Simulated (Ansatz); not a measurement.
A search over several starts for the lowest SCF solution of the cluster Co3W⁺ at the given spin, in a small basis.

```yaml
crystal:
  periodic: [false, false, false]
  atoms:
    - {symbol: Co, position_ang: [-1.596461, 0.307130, -0.697860]}
    - {symbol: Co, position_ang: [1.223138, 0.578291, 1.136262]}
    - {symbol: Co, position_ang: [0.764182, -0.082381, -1.070540]}
    - {symbol: W, position_ang: [-0.390849, -0.803040, 0.632138]}
basis:
  gaussian: {orbitals: def2-SVP, initial_orbitals: start.molden}
total_charge: 1
magnetization: {spin_polarized: true, initial_magnetization: 2}
hamiltonian: {xc: pbe, dispersion: d4}
output: {orbitals: {seedname: orbitals}}
```

The file start.molden holds the orbitals of an earlier run on this structure, at another level or in another basis.

```sh
$ ansatz run in.yaml --threads 4 --pin off --events-out ev --progress --plain --max-ram 4787MiB
```

Output, abridged:

```
Functional definition: PBE
  name "PBE"
  cite "Perdew, Burke & Ernzerhof, Phys. Rev. Lett. 77, 3865 (1996) doi:10.1103/PhysRevLett.77.3865"
  parent pbe
  parameter kappa = 0.804
  parameter beta = 0.06672455060314922
  exchange = pbe_x(kappa = kappa, mu = beta*pi^2/3)
  correlation = pbe_c(beta = beta)
1465 factors; their error is unknown
mean field evaluation 1: about -114666.1199 eV, gradient 9.5e-2 eV
mean field evaluation 2: about -114666.0683 eV, gradient 3.8e-4 eV
mean field evaluation 4: about -114666.0683 eV, gradient 1.3e-5 eV
mean field evaluation 8: about -114666.0683 eV, gradient 1.1e-4 eV
mean field evaluation 16: about -111968.2172 eV, gradient 6.0e2 eV
mean field evaluation 32: about -114666.0331 eV, gradient 1.4e0 eV
mean field evaluation 64: about -114502.9920 eV, gradient 1.9e2 eV
mean field evaluation 96: about -114504.0559 eV, gradient 1.8e2 eV
mean field evaluation 128: about -114562.1120 eV, gradient 1.5e2 eV
mean field evaluation 160: about -114530.9867 eV, gradient 1.8e2 eV
mean field evaluation 192: about -114558.3768 eV, gradient 1.8e2 eV
mean field evaluation 224: about -114665.9215 eV, gradient 2.8e0 eV
mean field evaluation 256: about -114665.9935 eV, gradient 3.8e-3 eV
mean field evaluation 288: about -114666.0186 eV, gradient 3.2e-1 eV
mean field evaluation 320: about -114665.1044 eV, gradient 1.0e1 eV
mean field evaluation 352: about -114662.0040 eV, gradient 8.9e0 eV
mean field evaluation 384: about -114665.8837 eV, gradient 2.3e0 eV
mean field evaluation 416: about -114665.5536 eV, gradient 1.2e1 eV
mean field -114666.06829115 eV, -4213.9002862471 hartree, gradient 2.8e-6 eV, S^2 3.083042; 15 other end points of the search recorded, 0 dependent functions left out
reference -114666.06834088 eV, -4213.9002880745 hartree; 48, 46 occupied and 77, 79 virtual orbitals, 1465 factors
Total energy: -114666.22844472 eV, -4213.9061717822 hartree
```

Run time 76 s (4 threads of Arm Neoverse V1 on a shared host).

Other converged states that the search met: 0.07 eV higher (⟨S²⟩ = 3.18).

In the def2 sets W takes a core potential; there is no spin–orbit coupling. The charge 1 triplet is spin-contaminated (final ⟨S²⟩ up to 3.08, 2.00 for a pure state). The geometry of the triplet was relaxed on an unsound state (⟨S²⟩ 3.08, where a pure state has 2.00). At PBE0-D4/def2-TZVP a quintet of charge 1 lies 0.07 eV below the triplet, each at its own geometry. That quintet is doubtful there (⟨S²⟩ 8.82, where a pure state has 6.00). The structure comes from a short search, and lower isomers may exist.
